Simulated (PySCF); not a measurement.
NICS in rings of unrelated molecules.

Probes without a nucleus sit at each ring's centroid and 1 Å off its mean plane on both sides; NICS is minus the shielding there, NICSzz its component along the normal. Level: GIAO PBE0/pcSseg-1 (PySCF, non-relativistic, gas phase) on the GFN2-xTB geometries, one conformer each. Atom numbers follow the mapped SMILES.

Question: Order these rings by mean NICS(1)zz, lowest (most negative) first (ppm).
A. ring C4–C5–O6–Si7–S8 in `[CH3:1][O:2][CH2:3][C@@H:4]1[CH2:5][O:6][SiH2:7][S:8]1`
B. ring C3–C4–C6–C7–C8–C9 in `[CH:1]#[C:2][c:3]1[c:4]([O-:5])[cH:6][cH:7][cH:8][c:9]1[Cl:10]` (charge -1)
C. ring C2–Si3–O4–Si5 in `[CH2:1]=[C:2]1[SiH2:3][O:4][Si@:5]1([Cl:6])[CH:7]=[O:8]`
D. ring C3–C4–C6–C7–Si8 in `[CH:1]#[C:2][C:3]1=[C:4]([F:5])[CH:6]=[CH:7][SiH2:8]1`
E. ring C3–C8–O9 in `[CH3:1][O:2][C@:3]1([C:4]([F:5])([F:6])[F:7])[CH2:8][O:9]1`
F. ring C2–C3–C4–C5–S6 in `[SH:1][c:2]1[cH:3][cH:4][cH:5][s:6]1`

Answer: F (-23.9), E (-21.1), B (-13.6), A (-3.9), C (0.3), D (1.7).

```csv
SMILES,ring,NICS(0),NICS(1),NICS(1)zz,HOMA,rms pucker (Å),ring atoms with four or more neighbours
Sc1cccs1,5-membered ring with S; formal bonds all aromatic,-12.1,-10.4,-23.9,0.77,0.00,0
CO[C@]1(C(F)(F)F)CO1,3-membered ring with O; formal bonds all single,-45.3,-6.4,-21.1,–,0.00,2
C#Cc1c([O-])cccc1Cl,6-membered carbocycle; formal bonds all aromatic,-5.2,-6.7,-13.6,0.68,0.00,0
COC[C@@H]1CO[SiH2]S1,"5-membered ring with O, S and Si; formal bonds all single",-8.4,-4.0,-3.9,–,0.16,3
C=C1[SiH2]O[Si@]1(Cl)C=O,4-membered ring with O and 2 Si; formal bonds all single,-1.8,-1.5,0.3,–,0.02,2
C#CC1=C(F)C=C[SiH2]1,"5-membered ring with Si; formal bonds 2 double, 3 single",-1.7,-2.1,1.7,–,0.00,1
```

NICS(0) gives another order. The isotropic NICS(1) gives another order. HOMA uses Krygowski's 1993 parameters; it is left out where a ring has a four-coordinate atom, a triple bond, no multiple bond or a kind of bond without parameters. NICS(1) and NICS(1)zz are means over the two faces.
